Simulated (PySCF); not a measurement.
# What a mistake does to a calculation on AlB2GeH6 cation

Calculated results; nothing here was measured. They come from PySCF 2.14.0, an open-source quantum chemistry program, on an isolated molecule that a program drew, which may never have been made. The molecule is AlB2GeH6 cation (charge +1, singlet), drawn as the SMILES string `[BH+][GeH2][AlH][BH2]`.

Each row is a Hartree-Fock (HF) and frozen-core CCSD(T) single point in the cc-pV(D+d)Z basis, meant for a local HF minimum. Run 1 is clean. Each other run has one planted mistake out of seven kinds, and not every kind appears here: one electron removed, one electron added, multiplicity raised by two, geometry at a saddle point, minimal basis STO-3G, one bond length entered in bohr, all coordinates scaled. The reference is restricted for singlets and unrestricted otherwise, and also for a bond in bohr. Adding or removing an electron swaps singlet and doublet. Electrons count all cores. HOMO and LUMO are orbital energies over both spins, the gradient is its largest component, and the lowest frequency (negative if imaginary) is given only where the gradient is small. Bond lengths are over the 9 bonds as drawn. T1 is the CCSD diagnostic: over 0.02 (restricted) or 0.045 (unrestricted) a single reference is doubtful. Germanium has the cc-pVDZ-PP basis, with a core potential (ECP10MDF) in place of its 10 inner electrons, and its 3s, 3p and 3d shells are frozen in CCSD(T).

Geometry of the clean run:
```xyz
10
AlB2GeH6 cation, angstrom
B    -2.3710   -0.4195    2.4757
Ge   -1.2195    1.1800    1.7694
Al   -0.5397    1.1379   -0.7418
B    -1.1588   -0.4881   -1.9898
H    -3.0230   -1.3267    2.8721
H    -0.0899    1.0577    2.8011
H    -2.1708    2.2979    2.2169
H     0.3004    2.4411   -0.9664
H    -2.2016   -0.4540   -2.5779
H    -0.4888   -1.4751   -2.0970
```

```
run,electrons,basis functions,<S^2>,HOMO (eV),LUMO (eV),gradient (hartree/bohr),lowest frequency (cm^-1),mean bond (Å),longest bond (Å),T1,HF (hartree),CCSD(T) (hartree),mistake
1,60,104,0.000,-14.02,-4.65,2.6e-06,24,1.6726,2.602,0.0212,-587.79709,-588.16219,no fault
2,59,104,0.783,-19.54,-11.77,5.8e-02,-,1.6726,2.602,0.0233,-587.32401,-587.66066,one electron removed
3,60,104,0.000,-14.33,-4.71,3.8e-02,-,1.5706,2.443,0.0210,-587.76741,-588.13127,all coordinates scaled
4,60,104,2.049,-12.29,-7.31,7.0e-02,-,1.6726,2.602,0.0203,-587.70587,-588.05737,?
```

**Which mistake was planted in run 4, and what did it cost?**

Electrons, basis and geometry are unchanged, and <S^2> is 2.049, beside S(S+1) = 2.00 for a multiplicity of 3. So the mistake is: multiplicity raised by two. Subtracting run 1 and multiplying by 627.51 kcal/mol a hartree, the energy moved by 57.2 kcal/mol in HF and 65.8 kcal/mol in CCSD(T).

Cautions from the logs. Run 1: T1 is over the limit, so its CCSD(T) energy is less reliable; run 3: T1 is over the limit, so its CCSD(T) energy is less reliable.
